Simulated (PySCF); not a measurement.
Problem. Write Cartesian coordinates for `[Br][GeH2][CH]1CC1` as optimised with PBE0-D3(BJ)/def2-SVP.

Solution. 
```xyz
12
C3H7BrGe angstrom
Br     2.3125    1.7509    2.0730
Ge     1.9899    0.5891    0.0890
C      0.0980    0.2275   -0.0583
C     -0.7349   -0.1257    1.1446
C     -0.9296    1.1930    0.4693
H      2.8394   -0.6894    0.1913
H      2.5116    1.5088   -1.0276
H     -0.1567   -0.2907   -0.9908
H     -0.2536   -0.1255    2.1277
H     -1.5010   -0.8953    1.0172
H     -0.5764    2.0855    0.9951
H     -1.8315    1.3468   -0.1295
```

Orientation and origin are arbitrary. Atoms count from 1 in this order. The 3-membered ring C3–C4–C5 has internal angles of 59.5° to 60.3°. Ge2 (germanium bonded to Br, C and 2 H) is distorted tetrahedral (angles from 105.9° to 113.0°). Of the pairs four or more bonds apart, Br1···H11 is among the closest relative to their van der Waals radii: 3.10 Å, 102 % of the sum of Bondi's values.

Bonds between heavy atoms (Å): Br1–Ge2 2.322, Ge2–C3 1.932, C3–C4 1.505, C4–C5 1.494, C3–C5 1.505.

The calculation used PySCF 2.14.0, PBE0-D3(BJ)/def2-SVP geometry optimisation, gas phase.

Point group: near Cs, missed by 0.08 Å at most; the miss may be what the optimiser left on a soft mode. Stationary, but not proved a minimum. The numbers are those of one conformer (Br1–Ge2–C3–C4 -38°).
